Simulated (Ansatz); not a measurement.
`F[SiH](Cl)Cl` + NH₃ → `N[SiH](Cl)Cl` + H–F  (ligand exchange at the Si–F bond)

Isolated molecules relaxed with PBE0-D4/def2-TZVP in Ansatz; ΔE leaves out vibrations. CBS: MP2 limit from def2 TZ/QZ plus the TZ coupled-cluster correction, frozen cores. This one scheme is used for every species. DFT in def2-TZVPP. Each species was taken in one conformer, which may not be the lowest.

```
       species  BLYP energy (Eh)
`F[SiH](Cl)Cl`       -1310.57435
           NH₃         -56.56118
`N[SiH](Cl)Cl`       -1266.62098
           H–F        -100.48139
```

**Question.** Work out ΔE.

**Answer.** ΔE = (-1266.62098) + (-100.48139) − (-1310.57435) − (-56.56118) = 0.03316 Eh = +20.8 kcal/mol. CCSD(T)/CBS gives +18.0 kcal/mol.

Largest T1 diagnostic among the species: 0.010.

The D4 term adds −1.5 kcal/mol with B3LYP and −0.8 kcal/mol with PBE0; it sums over pairs of atoms, weighted by their polarisabilities, and B3LYP, whose exchange is more repulsive, gets the larger term. In def2-TZVPP, CCSD(T) changes the Hartree–Fock value by −2.5 kcal/mol (the triples alone add −0.3 kcal/mol) and MP2 by −3.2 kcal/mol. From r2SCAN to r2SCAN0 (25 % exact exchange), in def2-TZVPP and without D4, ΔE moves by −0.8 kcal/mol.

B3LYP here is the variant with VWN-RPA as its local correlation; programs differ in this.
